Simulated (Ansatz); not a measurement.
`[F][In]([F])[SeH]` + HI → `[F][In]([F])[I]` + H₂Se at 298.15 K and 1 bar (ligand exchange at the In–Se bond).

Isolated molecules relaxed with PBE0-D4/def2-TZVP in Ansatz; ΔE leaves out vibrations. CCSD(T)/CBS is the MP2 limit (def2-TZVPP, def2-QZVPP) plus CCSD(T) − MP2 in def2-TZVPP, frozen cores. def2 core potentials past Kr. For I, In, Se outer-core shells are correlated without core-valence functions, which leaves a few kJ/mol of doubt a bond. Scalar relativity is left out up to krypton. One conformer a species, not always the lowest.

```
            species  CCSD(T)/CBS energy (Eh)  H − E (kJ/mol)  S (J/(mol·K))
`[F][In]([F])[SeH]`              -2790.80080            49.8          358.7
                 HI               -298.03592            22.7          206.5
  `[F][In]([F])[I]`               -686.94930            28.4          348.0
               H₂Se              -2401.89790            45.8          219.1
```

H − E and S are ideal-gas, rigid-rotor, harmonic terms from PBE0-D4/def2-TZVP, for one conformer and one mirror image of each species. 1 Eh = 2625.50 kJ/mol, R = 8.31446 J/(mol·K).

By hand: ΔE, ΔH, ΔS and ΔG.

ΔE = (-686.94930) + (-2401.89790) − (-2790.80080) − (-298.03592) = -0.01048 Eh = -27.5 kJ/mol. Δ(H − E) = 28.4 + 45.8 − 49.8 − 22.7 = 1.7, so ΔH = -25.8 kJ/mol. ΔS = 348.0 + 219.1 − 358.7 − 206.5 = 1.9 J/(mol·K). ΔG = -25.8 − 298.15 × (1.9)/1000 = -26.4 kJ/mol.

By hand: the equilibrium constant, and the temperature at which ΔG would vanish if ΔH and ΔS stayed fixed.

log₁₀ K = −ΔG/(RT ln 10) = 4.6. ΔH and −TΔS have one sign here, so there is no such temperature.

The number of gas molecules stays the same, so ΔS is small and ΔH decides. A doubt of 5 kJ/mol in ΔE shifts log₁₀ K by 0.9 here. Other conformers and mirror images would add mixing entropy, several J/(mol·K) or more a flexible species. These are equilibria of isolated gas molecules and say nothing of rates. Largest T1 diagnostic: 0.015 (customary marks: 0.02 for closed shells, 0.045 for open ones).

ΔS is within the doubt of such terms, so its sign, and with it that verdict, could turn.
